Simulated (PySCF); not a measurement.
## Correlation energy of Te+ (tellurium, charge +1)

[Kr] 4d10 5s1 5p4, high-spin 4P determinant (an excited configuration). Computed with PySCF 2.14 in x2c-QZVPPall with one added diffuse shell each of s, p, d, f type (14s10p8d5f1g, 128 functions), with the spin-free X2C one-electron Hamiltonian (Gaussian nucleus). Frozen: [Kr] 4d10; 5 electrons correlated.

MP2 pair energies summed by pair of shells (mhartree):

```csv
pair,energy,share (%)
5p-5p,-59.80,86.1
5s-5p,-9.63,13.9
```

Total MP2 correlation energy: -69.43 mhartree.

Same-spin part -17.52 and opposite-spin part -51.91 mhartree; SCS-MP2 scales them by 1/3 and 6/5 to -68.13 mhartree.
